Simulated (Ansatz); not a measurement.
Ansatz results at the PBE0-D4/def2-TZVP geometry: HOMO–LUMO gap (PBE/def2-TZVPP) 3.72 eV; LUMO energy (ωB97M-V/def2-TZVPP) 0.80 eV; size of the dipole moment (B3LYP/def2-TZVPP) 3.58 D.

Each molecule was computed in one conformer, which needn't be the lowest.

Task: Which molecule gave them?
A. `[ZnH][CH2]C1CO1`
B. `[CH3][Zn][CH2]C=O`
C. `[SiH3]N1BC1`
D. `NP[TeH]`

Result: B. The others give `NP[TeH]`: 3.75, 0.98, 1.79; `[SiH3]N1BC1`: 5.33, 1.61, 0.26; `[ZnH][CH2]C1CO1`: 5.14, 1.07, 2.23.

B3LYP here is the variant with VWN-RPA as its local correlation; programs differ in this.
